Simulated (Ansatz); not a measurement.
`[OH][Ti]([OH])([OH])[F]` at its PBE0-D4/def2-TZVP geometry, where that method's forces vanish. Charge 0, multiplicity 1.

```xyz
8

O     0.9690    1.0261    0.9398
Ti   -0.2644    0.1597   -0.0219
O     0.0812    0.4157   -1.7623
O    -0.2323   -1.5910    0.3410
F    -1.8688    0.7811    0.3865
H     0.9324    1.5531    1.7388
H     0.0493   -0.1971   -2.4982
H     0.3336   -2.1476    0.8764
```

Question: What forces (eV/Å) does r2SCAN-D4/def2-TZVPP give on these atoms in Ansatz 0.2.0? (An estimate is asked.)

Answer: Ansatz gave: 
```
O1   0.253  0.141  0.095
Ti2 -0.059  0.003  0.056
O3   0.080  0.119 -0.284
O4  -0.053 -0.296  0.026
F5  -0.233  0.084  0.050
H6  -0.020  0.023  0.051
H7  -0.008 -0.050 -0.029
H8   0.041 -0.023  0.034
```
